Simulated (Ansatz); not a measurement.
**A cut through the energy surface**

BH3SeO (SMILES B[Se]O), closed shell, at its PBE0-D4/def2-TZVP minimum:

B1  (-0.921, -0.060, -0.603)
Se2  (0.479, -1.052, 0.153)
O3  (1.239, 0.097, 1.318)
H4  (-1.584, -0.670, -1.387)
H5  (-1.104, 1.077, -0.306)
H6  (1.891, 0.607, 0.825)
(Å)

The bond length B1–Se2 (1.875 Å at the minimum) is set to the values below, with the rest relaxed at PBE0-D4/def2-TZVP at each step. Each method's energies count from its own value at the PBE0-D4 minimum structure. Computed with Ansatz 0.2.0 (basis: def2-TZVPP); correlated methods freeze the cores. Filled d shells of the heavier atoms are correlated. The def2 sets are not built for correlating such inner shells, so the correlated values are less sure here. B3LYP uses VWN-RPA correlation.

```csv
bond length (Å),CCSD(T) (eV),HF (eV),PBE0-D4 (eV),PBE-D4 (eV)
1.688,0.495,0.637,0.435,0.435
1.725,0.324,0.404,0.284,0.297
1.781,0.124,0.171,0.102,0.111
1.845,0.016,0.029,0.009,0.013
1.916,0.008,-0.008,0.015,0.010
1.993,0.098,0.055,0.115,0.096
2.075,0.269,0.205,0.292,0.259
2.161,0.504,0.425,0.531,0.478
2.250,0.782,0.694,0.810,0.737
```

Minimum and curvature along this coordinate at CCSD(T): A fifth-order fit through the nearest points gives 1.882 Å, with a curvature of about 21 eV/Å².

Largest difference from the CCSD(T) curve over the scan: r2SCAN-D4 0.069; B3LYP-D4 0.054; wB97M-V 0.041; MP2 0.064 eV. Each curve counts from its own value at the minimum.

T1 diagnostic: at most 0.017.

For scale, one of the runs: CCSD(T)/def2-TZVPP, 152 basis functions (an equivalent command: `ansatz run in.yaml --threads 2`). Hardware: 2 CPU threads, shared host. Wall time 10 s; peak host memory 1.1 GiB.
